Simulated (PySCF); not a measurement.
4-chlorobut-1-ene (C4H7Cl), SMILES C=CCCCl.

Geometry: PBE0-D3(BJ)/def2-SVP. One conformer was computed; it need not be the lowest.

Two levels are set side by side: TDA-PBE/def2-SVPD (PySCF) and TDA-LC-ωPBE/def2-SVPD (PySCF). Vertical, same geometry. The lowest singlet is HOMO−1→LUMO 97 % with PBE and HOMO−1→LUMO 24 %, HOMO→LUMO 17 %, HOMO−2→LUMO 17 %, HOMO−1→LUMO+3 7 % with the other functional; states are paired by order. Differences are taken from unrounded values.

| quantity | TDA-LC-ωPBE |
|---|---|
| lowest singlet excitation (eV) | 7.64 |
| lowest triplet excitation (TDA) (eV) | 4.19 |
| first bright state (f over 0.05) (eV) | 7.64 |
| its oscillator strength | 0.06 |

Question: What does TDA-PBE give, and how far is it from TDA-LC-ωPBE? (An estimate is asked for; the answer gives what the named calculation found.)

Answer: 
| quantity | TDA-PBE | TDA-PBE minus TDA-LC-ωPBE |
|---|---|---|
| lowest singlet excitation (eV) | 5.81 | -1.83 |
| lowest triplet excitation (TDA) (eV) | 4.40 | 0.21 |
| first bright state (f over 0.05) (eV) | 6.35 | -1.29 |
| its oscillator strength | 0.09 | 0.04 |

A lower first singlet is the usual sign of a functional without exact exchange. Differences between two approximate levels are no errors against the true value.

Rough cost on one machine, each run with all the roots and properties that it gave: TDA-LC-ωPBE against TDA-PBE about 4 times.
